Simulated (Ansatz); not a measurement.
A run on CH3AlCl2Se (`C[Se][Al]([Cl])[Cl]`) with other settings.

```yaml
crystal:
  periodic: [false, false, false]
  atoms:
    - {symbol: C, position_ang: [-1.167289, -0.818030, -0.494652]}
    - {symbol: Se, position_ang: [0.263270, -1.161592, 0.809263]}
    - {symbol: Al, position_ang: [1.397494, 0.811252, 0.650586]}
    - {symbol: Cl, position_ang: [3.058739, 1.138432, 1.859692]}
    - {symbol: Cl, position_ang: [0.815537, 2.291383, -0.701700]}
    - {symbol: H, position_ang: [-0.845874, -0.095704, -1.239973]}
    - {symbol: H, position_ang: [-2.044607, -0.451700, 0.032096]}
    - {symbol: H, position_ang: [-1.385272, -1.771142, -0.971210]}
basis:
  gaussian: {orbitals: "6-31G*"}
hamiltonian: {xc: {name: B97M-V}}
output: {forces: true}
```

```sh
$ ansatz run in.yaml --threads 4 --pin off --events-out ev --progress --plain --max-ram 10444MiB
```

It prints (some lines left out):

```
Functional definition: B97M-V
1325 factors; their error is unknown
mean field evaluation 1: about -98050.0335 eV, gradient 3.8e1 eV
mean field evaluation 2: about -98046.7164 eV, gradient 4.9e1 eV
mean field evaluation 4: about -98053.6122 eV, gradient 1.2e0 eV
mean field evaluation 8: about -98053.5461 eV, gradient 5.2e-2 eV
mean field evaluation 16: about -98053.5461 eV, gradient 8.5e-6 eV
mean field -98053.54606339 eV, -3603.4013547490 hartree, gradient 8.5e-6 eV, S^2 0.000000; 0 other end points of the search recorded, 0 dependent functions left out
reference -98053.54611937 eV, -3603.4013568061 hartree; 45, 45 occupied and 68, 68 virtual orbitals, 1325 factors
Total energy: -98053.54611937 eV, -3603.4013568061 hartree
Atom 0 at    -1.167289    -0.818030    -0.494652 Å, force    -0.042850     0.020526    -0.040619 eV/Å
Atom 1 at     0.263270    -1.161592     0.809263 Å, force     0.129901    -0.053054     0.128358 eV/Å
Atom 2 at     1.397494     0.811252     0.650586 Å, force    -0.037742    -0.076189     0.021843 eV/Å
Atom 3 at     3.058739     1.138432     1.859692 Å, force     0.083591     0.028182     0.051951 eV/Å
Atom 4 at     0.815537     2.291383    -0.701700 Å, force    -0.021835     0.064448    -0.057832 eV/Å
Atom 5 at    -0.845874    -0.095704    -1.239973 Å, force    -0.071404    -0.026418    -0.028468 eV/Å
Atom 6 at    -2.044607    -0.451700     0.032096 Å, force    -0.009064    -0.009049    -0.058749 eV/Å
Atom 7 at    -1.385272    -1.771142    -0.971210 Å, force    -0.030597     0.051553    -0.016483 eV/Å
Dipole moment:    -0.401499    -0.197931    -0.201240 e Å
```

Run time 6 s (4 threads of an Arm Neoverse V1 on a shared host); peak host memory 0.49 GiB.
